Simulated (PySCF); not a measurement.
## Excitation energy of Pt by level of theory

Pt [Xe] 4f14 5d9 6s1 (3D) → Pt [Xe] 4f14 5d8 6s2 (3F), as a difference of total energies. All numbers are calculated (PySCF 2.14, scalar relativity by spin-free X2C-1e, in ANO-RCC-VTZP (8s7p5d3f1g, 84 functions)). Correlated levels: valence: [Xe] 4f14 frozen. The calculations carry no spin-orbit coupling.

```csv
method,excitation energy (cm⁻¹)
UHF,2630.9
MP2 (valence),5058.3
SCS-MP2 (valence),4009.0
CCSD (valence),3511.4
CCSD(T) (valence),3620.2
```

Question: How much does correlation contribute at CCSD(T) (valence)?

Answer: 3620.2 − (2630.9) = 989.3 cm⁻¹, measured against UHF.

Errors of the correlated levels include the incompleteness of this basis and the frozen core.

For comparison: 3200.6 cm⁻¹ (measured; NIST levels, between the centres of gravity of the two terms).
